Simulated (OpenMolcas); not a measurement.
# What dynamic correlation does to the levels of P3+

```json
{"Program": "OpenMolcas", "Basis": "ANO-RCC-VTZP [5s4p2d1f]", "Scalar Hamiltonian": "DKH2, point nucleus", "Active space": "2 electrons in 4 orbitals (3s 3p)", "State averaging": "2S+1 = 3 even, 3 roots; 2S+1 = 1 even, 7 roots; 2S+1 = 3 odd, 3 roots; 2S+1 = 1 odd, 3 roots", "Spin-orbit coupling": "state interaction with AMFI integrals over the reference wave functions, term energies averaged over their components"}
```

Methods on the same reference wave functions:
A. CASSCF
B. SS-CASPT2, IPEA 0.25 Eh, imaginary shift 0.1 Eh (closed shells correlated: 2s 2p)
C. MS-CASPT2, IPEA 0.25 Eh, imaginary shift 0.1 Eh (closed shells correlated: 2s 2p)

Energies in cm⁻¹ above 3s² ¹S₀, the measured ground level; measured values from Martin, Zalubas and Musgrove, J. Phys. Chem. Ref. Data 14, 751 (1985).

```
     Level       A       B       C  Measured
   3s² ¹S₀     0.0     0.0     0.0       0.0
3s 3p ³P°₀   67084   67228   67289     67918
3s 3p ³P°₁   67284   67428   67489     68146
3s 3p ³P°₂   67689   67833   67894     68615
3s 3p ¹P°₁  117049  108309  108370          
   3p² ³P₀  165307  165168  165229    164941
   3p² ³P₁  165510  165373  165435    165185
   3p² ³P₂  165896  165701  165763    165654
   3p² ¹D₂  179027  166931  166993    158142
   3p² ¹S₀  208225  196908  197031    194592
```

Deviations, from unrounded energies. A percentage is the sum of absolute deviations over the sum of measured energies, with the sign that they share, or ± where signs differ.

| Against measurement | Levels | A | B | C |
| --- | --- | --- | --- | --- |
| mean absolute deviation (cm-1) | 8 | 4800 | 1700 | 1700 |
| other configurations (%) | 8 | ±3.6 | ±1.3 | ±1.3 |

B, C lie about equally close to measurement and A furthest from it. The largest miss of B in the table is 3p² ¹D₂, by +8800 cm-1. The ranking rests on the paired levels alone, and a cruder setting can come out closer through cancelling errors.

Between B and C the level of the table that moves most is 3p² ¹S₀, by 120 cm-1 (lowest in B, highest in C).

The lowest spin-free term lies below A's lowest term by 0.022 hartree in B, 0.022 hartree in C.

Over all roots computed the reference weight is 0.92 to 1.00 in B, 0.92 to 1.00 in C; the roots of lowest weight are the least certain, and an intruder state may touch them. The ¹D term of p² mixes with s d, which this space lacks. Some levels mix across a computed gap that differs much from the measured one, so their mixing is not that of the real levels (holds for B; C). Measured partners are found by configuration, term and J. A level has none where our copy of the source lacks it or the pairing is in doubt (some pairs that miss far off the trend of their configuration count as doubtful), and it then counts in no deviation. Only configurations of the active space appear.

° marks odd parity.
